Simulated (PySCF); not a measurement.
C2H6AlCl, triplet, at a GFN2-xTB geometry (such geometries of metal compounds can be far from the true shape) (a higher spin typed on purpose: for a closed-shell molecule this is an excited state); PBE0/6-31G* run with PySCF.

PySCF was given this input:
```python
from pyscf import gto, scf, dft, solvent

mol = gto.M(
    atom='''
Al    0.27664364    0.58645733    0.37557235
C     1.86366038   -0.79424511   -0.10523736
H     1.48910464   -1.74724887   -0.46464573
H     2.52927026   -0.92151244    0.73957456
H     2.35670155   -0.25398768   -0.90881866
C    -0.26837980   -0.98023549    1.75563119
H    -0.48017367   -1.91904057    1.25416244
H    -1.17868337   -0.56240006    2.17690490
H     0.49088133   -1.09933307    2.51870326
Cl   -1.08089127    0.56038006   -1.18239320
''',
    basis='6-31g*',
    spin=2,
    verbose=4,
)

mf = dft.UKS(mol)
mf.xc = 'pbe0'
mf.kernel()
```

**Question.** Write the output that PySCF gives for this input, abridged.

**Answer.** 
```
PySCF version 2.14.0

[INPUT] verbose = 4
[INPUT] num. atoms = 10
[INPUT] num. electrons = 48
[INPUT] charge = 0
[INPUT] spin (= nelec alpha-beta = 2S) = 2
[INPUT] symmetry False subgroup None
[INPUT] Mole.unit = angstrom
[INPUT] Symbol           X                Y                Z      unit          X                Y                Z       unit  Magmom
[INPUT]  1 Al     0.276643640000   0.586457330000   0.375572350000 AA    0.522780713703   1.108243737444   0.709728881459 Bohr   0.0
[INPUT]  2 C      1.863660380000  -0.794245110000  -0.105237360000 AA    3.521807707403  -1.500905733675  -0.198869788472 Bohr   0.0
[INPUT]  3 H      1.489104640000  -1.747248870000  -0.464645730000 AA    2.813999940419  -3.301821835756  -0.878053174649 Bohr   0.0
[INPUT]  4 H      2.529270260000  -0.921512440000   0.739574560000 AA    4.779628086407  -1.741406131980   1.397593367096 Bohr   0.0
[INPUT]  5 H      2.356701550000  -0.253987680000  -0.908818660000 AA    4.453520486838  -0.479967154214  -1.717418364294 Bohr   0.0
[INPUT]  6 C     -0.268379800000  -0.980235490000   1.755631190000 AA   -0.507164319366  -1.852376613679   3.317662124844 Bohr   0.0
[INPUT]  7 H     -0.480173670000  -1.919040570000   1.254162440000 AA   -0.907396728527  -3.626461099229   2.370023527316 Bohr   0.0
[INPUT]  8 H     -1.178683370000  -0.562400060000   2.176904900000 AA   -2.227388756879  -1.062782085839   4.113754060224 Bohr   0.0
[INPUT]  9 H      0.490881330000  -1.099333070000   2.518703260000 AA    0.927631273362  -2.077438421977   4.759659350449 Bohr   0.0
[INPUT] 10 Cl    -1.080891270000   0.560380060000  -1.182393200000 AA   -2.042588470733   1.058964839067  -2.234399319548 Bohr   0.0

nuclear repulsion = 189.492965876042
number of shells = 40
number of NR pGTOs = 180
number of NR cGTOs = 76
basis = 6-31g*
ecp = {}

******** <class 'pyscf.dft.uks.UKS'> ********
method = UKS
initial guess = minao
damping factor = 0
level_shift factor = 0
DIIS = <class 'pyscf.scf.diis.CDIIS'>
diis_start_cycle = 1
diis_space = 8
diis_damp = 0
SCF conv_tol = 1e-09
SCF conv_tol_grad = None
SCF max_cycles = 50
direct_scf = True
direct_scf_tol = 1e-13
number electrons alpha = 25  beta = 23
XC library pyscf.dft.libxc version 7.1.2
    S. Lehtola, C. Steigemann, M. J. T. Oliveira, and M. A. L. Marques,  SoftwareX 7, 1–5 (2018)
XC functionals = pbe0
    C. Adamo and V. Barone,  J. Chem. Phys. 110, 6158 (1999)
    M. Ernzerhof and G. E. Scuseria,  J. Chem. Phys. 110, 5029 (1999)
radial grids:
    Treutler-Ahlrichs [JCP 102, 346 (1995); DOI:10.1063/1.469408] (M4) radial grids

becke partition: Becke, JCP 88, 2547 (1988); DOI:10.1063/1.454033
pruning grids: <function nwchem_prune>
grids dens level: 3
symmetrized grids: False
atomic radii adjust function: <function treutler_atomic_radii_adjust>
small_rho_cutoff = 0
Set gradient conv threshold to 3.16228e-05
tot grids = 125144
init E= -781.980915756419

cycle= 1 E= -781.96771135095  delta_E= 0.0132  |g|= 0.252  |ddm|= 1.88
cycle= 2 E= -781.971395957193  delta_E= -0.00368  |g|= 0.252  |ddm|= 0.633
cycle= 3 E= -782.010174789789  delta_E= -0.0388  |g|= 0.0149  |ddm|= 0.303
cycle= 4 E= -782.01036376531  delta_E= -0.000189  |g|= 0.00813  |ddm|= 0.0424
cycle= 5 E= -782.010410468051  delta_E= -4.67e-05  |g|= 0.00199  |ddm|= 0.0127
cycle= 6 E= -782.01041375789  delta_E= -3.29e-06  |g|= 0.00121  |ddm|= 0.0046
cycle= 7 E= -782.01041487986  delta_E= -1.12e-06  |g|= 0.000204  |ddm|= 0.00181
cycle= 8 E= -782.010414941004  delta_E= -6.11e-08  |g|= 7.2e-05  |ddm|= 0.000575
cycle= 9 E= -782.010414945868  delta_E= -4.86e-09  |g|= 1.86e-05  |ddm|= 0.000149
cycle= 10 E= -782.01041494621  delta_E= -3.42e-10  |g|= 1.09e-05  |ddm|= 5.11e-05
Extra cycle  E= -782.010414946103  delta_E= 1.08e-10  |g|= 1.77e-05  |ddm|= 2.82e-05
converged SCF energy = -782.010414946103  <S^2> = 2.0080662  2S+1 = 3.0053727
```
